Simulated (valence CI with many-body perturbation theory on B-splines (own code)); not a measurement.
## E1 line list for Mo¹⁰⁺

Computed by relativistic CI+MBPT: four valence electrons over a frozen Dirac-Fock core [Ar] 3d10, radial functions for each j: 11 s, 11 p, 10 d, 8 f, 5 g, 2 h, with the one-electron correlation potential Σ1, the two-electron term Σ2, the three-electron term Σ3, Breit, model QED; selected CI, second order for the rest, scaled by the run's own slope (own B-spline code, finite nucleus).

No measured spectrum was set against this ion. As an estimate, levels hold to about 250 cm⁻¹ or 0.2 % of their energy and the worst to 1 %, as in measured heavy ions of charge 2 to 7; those with d or f electrons hold less well. Among the levels kept, up to 780 cm⁻¹ of a level comes from second order outside the variational space, and about a tenth of that is noise between levels of different J, which matters for small intervals.

Lines 201 to 250 of 544 in falling wavelength, among levels below 965910 cm⁻¹, chosen from the strongest by gf and those to the six lowest levels. Wavelengths and rates use the calculated energies, so an error of 600 cm⁻¹ moves a line at 31.51 nm by 0.19 % and its rate by three times that or more. Electric multipoles are in the length gauge, E1 and E2 with the static RPA response of the core. Weak lines are less certain than strong ones. Lines between different terms over intervals too small for the method are left out, as are lines whose strength nearly cancels. Where a level lies close to another of its J and parity, the split of strength between their lines is uncertain. The highest levels of a list are the least certain.

Names give the largest LS component (configuration and term), which can be under half, so a name can repeat, a term be missing and a line seem to break the LS rules; names also repeat where a configuration has a term twice. Letters in brackets count levels of one name in rising energy.

```tsv
λ vac (nm)	Upper	Lower	A (s⁻¹)	S (a.u.) with core polarisation	S without
31.51	4s4p³ ³S°_1	4s²4p² ³P_1	1.40e+10	6.47e-01	7.15e-01
31.48	4s4p²4d ³P_0 [c]	4s²4p4d ³P°_1	3.31e+10	5.10e-01	5.63e-01
31.32	4s4p²4d ³S_1 [b]	4s²4p4d ³F°_2	6.27e+09	2.85e-01	3.15e-01
30.65	4s4p²4d ³D_3 [e]	4s²4p4d ³F°_3	3.48e+09	3.46e-01	3.82e-01
30.57	4s²4p4d ³F°_2	4s²4p² ¹D_2	1.25e+09	8.83e-02	9.70e-02
30.44	4s²4p4f ³D_3	4s²4p4d ¹F°_3	5.29e+09	5.16e-01	5.67e-01
30.08	4s4p²4d ³P_2 [c]	4s²4p4d ³P°_2	5.06e+09	3.40e-01	3.74e-01
29.97	4p⁴ ³P_1	4s4p³ ⁵S°_2	9.59e+06	3.82e-04	4.22e-04
29.85	4s4p³ ³S°_1	4s²4p² ³P_0	6.64e+09	2.61e-01	2.88e-01
29.79	4s4p²4d ³P_1 [c]	4s²4p4d ³D°_1	5.64e+09	2.21e-01	2.43e-01
29.66	4s4p²4f ⁵D°_4	4s4p²4d ⁵P_3	2.50e+09	2.89e-01	2.97e-01
29.62	4s²4p4f ³D_2 [b]	4s²4p4d ¹P°_1	4.83e+09	3.10e-01	3.26e-01
29.61	4s²4p4f ³D_2 [a]	4s²4p4d ¹F°_3	7.96e+09	5.10e-01	5.56e-01
29.60	4s²4p4d ³F°_3	4s²4p² ¹D_2	7.31e+06	6.55e-04	6.62e-04
29.56	4s4p³ ¹P°_1	4s²4p² ³P_2	7.91e+07	3.03e-03	3.39e-03
29.53	4s4p²4d ³D_3 [a]	4s4p³ ¹D°_2	2.78e+09	2.47e-01	2.72e-01
29.40	4s²4p4d ³D°_1	4s²4p² ¹S_0	1.12e+08	4.23e-03	4.56e-03
29.36	4p⁴ ¹D_2	4s4p³ ⁵S°_2	2.46e+07	1.53e-03	1.70e-03
29.06	4s²4p4f ¹G_4 [b]	4s²4p4d ³D°_3	1.71e+09	1.86e-01	1.96e-01
29.04	4s²4p4f ¹F_3	4s²4p4d ¹F°_3	3.07e+10	2.60e+00	2.83e+00
29.01	4s²4p4f ³D_2 [b]	4s²4p4d ¹F°_3	5.63e+09	3.39e-01	3.83e-01
28.90	4s4p²4d ³P_1 [a]	4s4p³ ³P°_2	9.62e+09	3.44e-01	3.78e-01
28.89	4s²4p4f ³F_2	4s²4p4d ¹D°_2	4.31e+09	2.56e-01	2.76e-01
28.74	4s4p³ ¹P°_1	4s²4p² ³P_1	7.64e+09	2.69e-01	2.96e-01
28.69	4s4p²4d ¹D_2 [c]	4s²4p4d ³D°_1	5.71e+09	3.33e-01	3.50e-01
28.56	4s²4p4f ³G_4	4s²4p4d ³D°_3	2.95e+09	3.05e-01	3.14e-01
28.29	4s²4p5p ³P_2	4s²4p4d ¹F°_3	3.14e+09	1.76e-01	1.77e-01
28.19	4s²4p4d ³F°_2	4s²4p² ³P_2	2.06e+09	1.14e-01	1.24e-01
28.13	4s²4p4f ³F_2	4s²4p4d ³D°_1	7.06e+09	3.88e-01	4.10e-01
27.92	4s4p²4d ¹P_1 [a]	4s4p³ ¹D°_2	1.77e+10	5.69e-01	6.25e-01
27.91	4s²4p4f ³G_3 [a]	4s²4p4d ³P°_2	4.79e+09	3.60e-01	3.81e-01
27.85	4s4p²4d ³P_0 [a]	4s4p³ ³P°_1	2.36e+10	2.51e-01	2.76e-01
27.81	4s²4p4f ³D_3	4s²4p4d ³D°_2	3.36e+09	2.50e-01	2.62e-01
27.71	4s²4p4d ³P°_2	4s²4p² ¹D_2	9.59e+09	5.03e-01	5.52e-01
27.71	4s²4p4f ³D_3	4s²4p4d ³D°_3	1.56e+10	1.15e+00	1.23e+00
27.64	4s4p²4d ³D_2 [c]	4s4p³ ³S°_1	4.27e+09	2.22e-01	2.41e-01
27.62	4s²4p4f ¹G_4 [a]	4s²4p4d ³F°_4	4.57e+09	4.28e-01	4.70e-01
27.59	4s4p²4d ⁵F_1	4s4p³ ⁵S°_2	4.39e+07	1.37e-03	1.48e-03
27.55	4s²4p5p ³D_2	4s²4p4d ³D°_2	3.54e+09	1.83e-01	1.93e-01
27.47	4s4p²4d ³P_2 [a]	4s4p³ ³D°_3	1.82e+10	9.30e-01	1.02e+00
27.46	4s4p²4f ⁵D°_4	4s4p²4d ⁵D_4	2.76e+09	2.54e-01	2.76e-01
27.45	4s²4p4d ³F°_2	4s²4p² ³P_1	5.62e+08	2.87e-02	3.11e-02
27.36	4s²4p4d ³F°_3	4s²4p² ³P_2	3.14e+09	2.22e-01	2.40e-01
27.36	4s4p³ ¹P°_1	4s²4p² ³P_0	9.43e+08	2.86e-02	3.14e-02
27.35	4s4p²4d ⁵F_2	4s4p³ ⁵S°_2	3.54e+08	1.78e-02	1.94e-02
27.29	4s4p²4d ¹S_0	4s4p³ ¹P°_1	2.18e+10	2.18e-01	2.38e-01
27.25	4s4p²4f ⁵D°_4	4s4p²4d ⁵F_5	4.18e+09	3.76e-01	4.09e-01
27.23	4s4p²4f ⁵G°_6	4s4p²4d ⁵F_5	6.20e+09	8.03e-01	8.22e-01
27.22	4s²4p5p ¹D_2	4s²4p4d ¹F°_3	1.63e+10	8.09e-01	7.91e-01
27.22	4s²4d² ³F_4	4s²4p4d ¹F°_3	2.13e+09	1.91e-01	2.05e-01
```
